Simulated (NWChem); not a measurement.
System: BF

Program: NWChem. Pople sets run with spherical d functions. Coordinates come from a PBE-D3(BJ)/def2-SVP optimisation. Static field.

```tsv
level	basis functions	isotropic polarisability (bohr³)	anisotropy (bohr³)
PBE0/6-31G*	28	15.0	1.6
PBE0/6-31+G*	36	19.7	1.1
PBE0/def2-SVP	28	17.4	2.5
PBE0/def2-SVPD	43	19.7	2.3
PBE0/def2-TZVP	62	19.4	2.3
PBE0/aug-cc-pVDZ	46	20.0	1.8
PBE0/d-aug-cc-pVDZ	64	20.2	2.1
PBE0/def2-TZVPD	77	20.3	2.4
PBE0/aug-cc-pVTZ	92	20.3	2.3
```
